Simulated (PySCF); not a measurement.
3-bromo-1-chloro-1-fluoropropa-1,2-diene (C₃HBrClF), SMILES FC(Cl)=C=CBr. Heavy atoms are numbered as in [F:1][C:2]([Cl:3])=[C:4]=[CH:5][Br:6]. Hydrogens are named by the atom that carries them.

The structure is a stationary point at r2SCAN-D4/def2-SVP.

The numbers are results of PySCF with PBE0/pcSseg-1, not measurements.

GIAO shieldings, no solvent; atoms alike by connectivity are averaged. δ = σ(ref) − σ: ¹⁹F against CFCl3 (σ = 167.2 ppm); ¹³C against TMS (σ = 186.3 ppm); ³⁵Cl against HCl (σ = 945.9 ppm); ¹H against TMS (σ = 31.56 ppm), references at their B3LYP-D3(BJ)/def2-TZVP geometries, non-relativistic (without spin–orbit terms, shifts of atoms bonded to Cl or Br come out too high).

Problem. Estimate the chemical shifts. (The exact figures need the calculation; the answer reports its results.)

Solution. 
```csv
nucleus,atoms,count,δ (ppm)
¹⁹F,F1,1,-85.1
¹³C,C4,1,205.6
¹³C,C2,1,153.1
¹³C,C5 (CH),1,114.5
³⁵Cl,Cl3,1,293.6
¹H,H on C5,1,7.25
```
